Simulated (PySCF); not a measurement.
Work out the structure from these simulated measurements.

Formula: CH10N2Si2.

| Property | Result |
| --- | --- |
| UV, first state | lowest singlet excitation: 5.97 eV (208 nm, f = 0.010) [TDDFT PBE0/def2-SVPD] |
| NMR, other nuclei | isotropic shieldings of nuclei other than C and H, by class: 246 (1 N), 275 (1 N), 385 (1 Si), 408 (1 Si) ppm [GIAO PBE0/pcSseg-1] |
| Rotational structure | rotational constants A, B, C: 6.358, 1.398, 1.214 GHz [PBE0-D3(BJ)/def2-SVP] |
| UV, strongest line | among the 10 lowest singlet transitions: S3 at 6.53 eV (190 nm, f = 0.040) [TDDFT PBE0/def2-SVPD] |
| Polarisability | 85.2 au [PBE0/def2-SVPD] |
| 1H NMR | chemical shifts (computed TMS as zero) by class: 4.72 (3 H), 4.68 (2 H), 2.36 (2 H), 1.52 (1 H), 0.16 (2 H) ppm [GIAO PBE0/pcSseg-1] |
| Triplet | lowest triplet excitation (Tamm–Dancoff): 5.67 eV [TDA PBE0/def2-SVPD] |
| XPS | Si2p3/2 106.6, Si2p3/2 106.8, C1s 291.0, N1s 403.7, N1s 405.3, Si1s 1846.4, Si1s 1846.6 eV [ΔSCF SCAN, pcX-2 on the ionised atom, pcseg-1 elsewhere, spin-free X2C, 2p3/2 from a spin–orbit splitting computed afterwards within the 2p shell] |
| Dipole | 2.60 D [PBE0/def2-SVPD] |
| 13C NMR | chemical shifts (computed TMS as zero) by class: 28.6 (1 C) ppm [GIAO PBE0/pcSseg-1] |

Gas-phase values; electronic properties from PySCF, density fitting. Levels stand in brackets. Geometry: PBE0-D3(BJ)/def2-SVP, one conformer, isolated molecule. Each NMR value is the plain mean over a class of atoms that symmetry, rotation or inversion makes alike.

Q: Give a SMILES that accounts for the data.

A: Numbering: `[NH2:1][CH2:2][SiH2:3][NH:4][SiH3:5]`. Its formula, CH10N2Si2, gives 0 degrees of unsaturation, so no ring and no π bond. The one carbon: sp3 carbon bound to nitrogen [C2] (28.6 ppm). Hydrogen classes from least to most shielded: 3 H on an SiH3 silicon, Si5 (4.72 ppm), 2 H on an SiH2 silicon, Si3 (4.68 ppm), 2 H on an sp3 carbon bound to nitrogen, C2 (2.36 ppm), 1 H on a nitrogen bridging silicon atoms, N4 (1.52 ppm), 2 H on a primary amine nitrogen, N1 (0.16 ppm, a mean of values up to 0.9 ppm apart in this geometry). The other shieldings belong to: 246 ppm, primary amine nitrogen [N1]; 275 ppm, nitrogen bridging silicon atoms [N4]; 385 ppm, SiH2 silicon [Si3]; 408 ppm, SiH3 silicon [Si5]. The core levels belong to: Si2p3/2 106.6 eV, SiH2 silicon [Si3]; Si2p3/2 106.8 eV, SiH3 silicon [Si5]; C1s 291.0 eV, sp3 carbon bound to nitrogen [C2]; N1s 403.7 eV, nitrogen bridging silicon atoms [N4]; N1s 405.3 eV, primary amine nitrogen [N1]; Si1s 1846.4 eV, SiH2 silicon [Si3]; Si1s 1846.6 eV, SiH3 silicon [Si5]. The optimised geometry has point group C1 and is an asymmetric top. Structure: `NC[SiH2]N[SiH3]`. Computed isomers that give other values at the same levels: `N[SiH](N)C[SiH3]` (core binding energies: Si2p3/2 106.4, Si2p3/2 106.6, C1s 289.5, N1s 404.4 (×2), Si1s 1846.2, Si1s 1846.7 eV). The assignments are read from this structure; whether some other isomer fits the data as well wasn't checked.

Shape of the structure used: `[NH2:1][CH2:2][SiH2:3][NH:4][SiH3:5]`: N1–C2–Si3–N4 -43°, C2–Si3–N4–Si5 -170°, H–N1–C2–Si3 -73°, H–N1–C2–Si3 169°.
